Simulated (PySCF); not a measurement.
Planning a geometry optimisation on `C#C[C+](C)/C=C\C=C`.

Method: B3LYP/def2-SV(P) geometry optimisation, gas phase (PySCF 2.14.0). Work: geometry optimisation from a GFN2-xTB start, density fitting. A driver script takes a list of jobs; this job's settings line and coordinates (Å) are shown.

Input:
```
{"job": {"xc": "B3LYP", "basis": "def2-SV(P)", "grid": 1, "kind": "geom"}, "charge": 1, "multiplicity": 1}
C     -1.163995     2.316156     0.311545
C     -1.119826     1.111565     0.221758
C     -1.227380    -0.275494     0.099285
C     -2.595641    -0.779703    -0.101016
C     -0.150484    -1.163334     0.147983
C      1.192693    -0.896482     0.334251
C      1.829390     0.350872     0.544838
C      3.166667     0.426283     0.703938
H     -1.159845     3.366401     0.394790
H     -3.255051    -0.404951     0.685584
H     -3.006420    -0.372266    -1.029475
H     -2.638575    -1.864787    -0.133287
H     -0.413866    -2.206199     0.019304
H      1.851269    -1.758826     0.323503
H      1.227494     1.246557     0.576914
H      3.663688     1.368632     0.864183
H      3.792885    -0.452397     0.675454
```

Hardware: one thread, AMD EPYC (x86_64), shared host. PySCF's memory limit was set to 1040 MB.

Q: How large is the basis?

A: 130 functions.

Q: What wall time should be expected on this hardware?

A: About 94 s. The run took 7 energy-and-gradient evaluations and 54 SCF cycles, 13 s an evaluation on average.

Q: How much memory does it need at the peak?

A: About 0.59 GiB. Peak memory is the resident size of the whole Python process, interpreter and libraries included.

Other jobs ran on the host; a repeat could differ by tens of per cent or more.

The run converged: final energy -309.64618 Eh after 6 steps.
